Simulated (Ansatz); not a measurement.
A made-up structure of CH3IMg, closed shell:

C1  (-0.633, 0.505, -0.428)
Mg2  (0.795, -0.637, 0.538)
I3  (2.561, -2.045, 1.733)
H4  (0.169, -0.807, 2.131)
H5  (-0.264, 0.874, -1.390)
H6  (-0.918, 1.375, 0.171)
(Å)

It is relaxed with PBE-D4/def2-SVP and then PBE0-D4/def2-TZVP (Ansatz 0.2.0). Atoms count as bonded within 1.22 times the sum of their covalent radii (H–H: 0.88 Å). The end point is not checked to be a true minimum.

(1) Does its bonding change? (Judge from chemistry; the calculation decides.)

Results:

(1) By the calculation: Yes. Formed: C1–H4; broken: Mg2–H4.

Where it ends: The first stage lowers the energy by 5.38 eV in 18 steps. It ends as CH₃IMg ([CH3][Mg][I]):
C1  (-0.303, 0.557, 0.280)
Mg2  (1.025, -0.976, 0.685)
I3  (2.666, -2.871, 1.183)
H4  (-0.510, 1.153, 1.174)
H5  (0.090, 1.234, -0.483)
H6  (-1.259, 0.169, -0.084)
(Å)

Labels in which every atom is bracketed show which atoms are joined, not bond orders.

For scale, one of the runs: PBE0-D4/def2-TZVP relaxation, 131 basis functions, launched by `ansatz run in.yaml --threads 2 --pin off --events-out ev --progress --plain --max-ram 4352MiB`. Hardware: 2 CPU threads of an Arm Neoverse N1, shared host. Wall time about 16 s.
